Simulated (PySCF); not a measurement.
NMR data simulated for an unnamed compound:

1H NMR (600 MHz, computed): δ 6.57 (d, 1H), 4.39 (m, 1H), 4.21 (s, 2H), 4.12 (m, 2H), 1.54 (m, 2H), 0.10 (t, 3H).

13C{1H} NMR (computed): δ 152.3 (CH), 119.6 (C), 103.2 (CH), 53.5 (CH2), 15.5 (CH2), -9.7 (CH3).

[PySCF: coordinates at the GFN2-xTB level; σ from GIAO-PBE0/pcSseg-1; in vacuum; one averaged value for each set of equivalent atoms; single conformer; non-relativistic]

Shifts are taken against calculated references (same method and geometry level): 1H and 13C vs TMS.

Q: Which of these does the molecule contain: a Si–H bond, an N-methyl group, a Si–CH3 group, a benzene ring, a nitrile, a carboxylic acid?

A: 
- A Si–H bond: yes (δH 4.12 (m)).
- An N-methyl group: no.
- A Si–CH3 group: yes (δC -9.7; δH 0.10 (t)).
- A benzene ring: no.
- A nitrile: yes (δC 119.6).
- A carboxylic acid: no.

The data belong to SMILES C[SiH2]C/C=C/OCC#N, C6H11NOSi; they needn't prove each group on their own.

Carbon signals by region: 3 in the sp2 and nitrile region (100–160 ppm), 1 at 50–100 ppm, 2 below 50 ppm.

Shifts are as computed. Against solution values, carbons near 30 ppm lie about +3 ppm off and those near 130 ppm about +5 ppm. Of 1211 compounds with measured shifts, 218 miss one by over three times the rms of a fit or turn the order of signals round; such compounds aren't used in these exercises. Multiplicities follow the n + 1 count of equivalent neighbours, as no J values were calculated; m marks all less simple cases, F and P coupling included.
